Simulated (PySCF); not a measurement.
SMILES SCCc1ccco1 (GFN2-xTB optimised geometry):

```
16

S     -0.626    -2.665     2.524
C     -1.929    -1.944     1.469
C     -1.444    -1.673     0.043
C     -0.453    -0.561     0.000
C      0.912    -0.561     0.000
C      1.309     0.799     0.000
C      0.159     1.522     0.004
O     -0.912     0.709     0.007
H      0.243    -1.669     2.366
H     -2.285    -1.029     1.943
H     -2.728    -2.684     1.469
H     -0.992    -2.577    -0.365
H     -2.310    -1.402    -0.566
H      1.553    -1.419    -0.010
H      2.310     1.177    -0.003
H     -0.027     2.577     0.004
```

Computed with PBE/def2-TZVP (PySCF).

What are the frontier orbital energies and the dipole moment?

HOMO-2 -6.93 eV, HOMO-1 -5.59 eV, HOMO -5.43 eV, LUMO -0.83 eV, LUMO+1 -0.11 eV; dipole moment 1.40 D.

Meta-Löwdin charges at PBE/def2-TZVP: S1 -0.11, C2 -0.26, C3 -0.22, C4 0.15, C5 -0.21, C6 -0.19, C7 0.01, O8 -0.21, H9 0.10, H10 0.13, H11 0.13, H12 0.13, H13 0.13, H14 0.14, H15 0.14, H16 0.14.
